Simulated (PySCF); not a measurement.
A PySCF script (with the pyscf-properties extension) for the NMR shieldings of `InChI=1S/C4H11BO.Al.3H/c1-5(2)4-6-3;;;;/h4H2,1-3H3;;;;`, on a GFN2-xTB geometry:

```python
import basis_set_exchange as bse
import numpy as np
from pyscf import gto, dft
from pyscf.prop import nmr

atoms = """
C    -2.324574    1.099983   -0.867986
B    -1.189674    0.315543   -0.113060
C    -1.532453   -0.788817    0.949485
C     0.313224    0.628345   -0.517373
O     1.344070   -0.008671    0.245859
C     1.565037    0.559921    1.513363
Al    2.095409   -1.468016   -0.633947
H    -2.690033    0.473639   -1.682371
H    -1.998437    2.035375   -1.315759
H    -3.189808    1.305007   -0.242071
H    -0.739007   -1.528577    1.050815
H    -2.456332   -1.313004    0.714446
H    -1.684770   -0.346070    1.935090
H     0.450775    0.218327   -1.529604
H     0.547739    1.698399   -0.592550
H     2.345597   -0.034911    1.986021
H     0.656647    0.531571    2.119378
H     1.901923    1.596875    1.415487
H     0.813600   -2.341181   -0.933304
H     2.704771   -0.713571   -1.884669
H     3.057375   -1.903222    0.536977
"""
names = dict.fromkeys(["C", "B", "O", "Al", "H"], "pcSseg-1")
basis = {el: gto.basis.parse(bse.get_basis(n, elements=[el], fmt="nwchem")) for el, n in names.items()}
mol = gto.M(atom=atoms, basis=basis, charge=0, verbose=0)
mf = dft.RKS(mol, xc="PBE0")
mf.grids.level = 2
mf.grids.alignment = dft.numint.BLKSIZE   # the property module wants whole blocks of grid points
mf.conv_tol = 1e-9
mf.kernel()

calc = nmr.RKS(mf)   # GIAO
C = mf.mo_coeff
Co = C[:, mf.mo_occ > 0]
resp = mf.gen_response(singlet=True, hermi=2)
def vind(x):   # induced exchange potential for any number of trial vectors
    d = np.einsum("pi,xij,qj->xpq", C, 2 * x.reshape(-1, C.shape[1], Co.shape[1]), Co, optimize=True)
    return np.einsum("xpq,pi,qj->xij", resp(d - d.transpose(0, 2, 1)), C, Co, optimize=True).ravel()
mo1, _ = nmr.rhf.solve_mo1(calc, with_cphf=vind)
sigma = calc.kernel(mo1)
for i, s in enumerate(sigma):   # ppm
    print("%2d %-2s %9.2f" % (i, mol.atom_pure_symbol(i), np.trace(s) / 3))
```

Q: Give the expected output.

A: 
```
 0 C     175.36
 1 B      11.44
 2 C     175.41
 3 C     105.07
 4 O     335.09
 5 C     124.42
 6 Al    408.50
 7 H      31.08
 8 H      30.90
 9 H      30.59
10 H      29.84
11 H      30.46
12 H      31.18
13 H      26.76
14 H      27.59
15 H      27.23
16 H      28.20
17 H      28.31
18 H      27.52
19 H      27.35
20 H      27.53
```

These numbers come from an equivalent density-fitted implementation of the same equations, which agrees with the script to about 0.01 ppm for H and up to a few tenths of a ppm for heavy atoms, so last digits may differ.

Size and cost of the density-fitted run: 196 basis functions, 75 s wall time on 1 thread of an Arm Neoverse N1, shared host; peak memory 0.87 GiB.
